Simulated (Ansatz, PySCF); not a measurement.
C3H11InOSi (SMILES C[Si](C)(C)[O][InH2]), singlet, at the geometry of the source list (all electrons, no relativity). Base run: CASSCF(2,4)/STO-3G in PySCF.

Input for PySCF:
```python
from pyscf import gto, scf, mcscf
import numpy

mol = gto.Mole()
mol.atom = '''
    In    0.636900   -0.612900    2.707600
    H    -1.011400   -0.652900    3.110700
    H     1.956500   -0.924700    3.741200
    O     1.225000   -0.103000    0.901400
    Si    0.212300    0.108100   -0.348900
    C    -1.015300    1.506300    0.097600
    C     1.243100    0.515600   -1.893400
    C    -0.803800   -1.501000   -0.557800
    H    -1.726800    1.711900   -0.694900
    H    -0.483300    2.428800    0.316800
    H    -1.574000    1.224400    0.993600
    H     1.824600    1.419000   -1.744900
    H     0.603500    0.668200   -2.756300
    H     1.933500   -0.287200   -2.125800
    H    -1.375200   -1.687300    0.356300
    H    -0.145700   -2.352800   -0.713900
    H    -1.499700   -1.460400   -1.389300
'''
mol.basis = 'sto-3g'
mol.charge = 0
mol.spin = 0
mol.verbose = 3
mol.build()

mf = scf.RHF(mol)
mf.kernel()
mc = mcscf.CASSCF(mf, 4, 2)
mc.fix_spin_(ss=0.0)
mc.kernel()
occ = numpy.linalg.eigvalsh(mc.fcisolver.make_rdm1(mc.ci, mc.ncas, mc.nelecas))[::-1]
ss = mc.fcisolver.spin_square(mc.ci, mc.ncas, mc.nelecas)[0]
print('natural occupations', occ.round(4), ' <S^2>', round(ss, 4))
```

Programs used: Ansatz (an electronic-structure program), PySCF; a row that names a program was run with it.

Each row names what was changed in the base input (with any setting that the change needs).

```
change                                            ΔE vs base (mEh)                           natural occupations  <S^2> of the state        outcome
------------------------------------------------  ----------------  --------------------------------------------  ------------------  -------------
base                                                         0.000                           1.98 0.02 0.00 0.00                0.00      converged
state_average = 2 states                                    19.647                                             -                   -      converged
conv_tol = 1e-5                                              0.019                           1.98 0.02 0.00 0.00                0.00      converged
orbitals = fixed (CASCI); correction = SC-NEVPT2            -262.5                           2.00 0.00 0.00 0.00                0.00      converged
active space = 2 electrons, 3 orbitals                       0.025                                1.98 0.02 0.00                0.00      converged
fix_spin_ = off                                             -0.001                           1.98 0.02 0.00 0.00                0.00      converged
active space = 6 electrons, 6 orbitals                           -                                             -                   -  not converged
code = ansatz                                               -1.990                                             -                   -      converged
active space = 8 electrons, 9 orbitals                     -63.246  1.98 1.97 1.97 1.96 0.04 0.03 0.03 0.02 0.00                0.00      converged
solver = newton                                             -0.003                           1.98 0.02 0.00 0.00                0.00      converged
orbitals = fixed (CASCI)                                    11.841                           2.00 0.00 0.00 0.00                0.00      converged
```

Active orbitals are taken around the Fermi level unless the row says otherwise; CASSCF can end in different local minima, and two programs can end on different orbitals. State-averaged rows give the lowest state.
